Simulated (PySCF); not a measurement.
A calculated (UHF, PySCF 2.14, cc-pVTZ, the non-relativistic Hamiltonian (point nucleus)) atom or ion has these occupied shells.

```
shell  electrons  orbital energy (eV)  rms radius, mean of both spins (bohr)
 1s α          1              -217.13                                  0.466
```

(1) Name the element and its charge.

Results:

(1) Be³⁺ (beryllium, charge +3), in 1s1, 2S determinant.
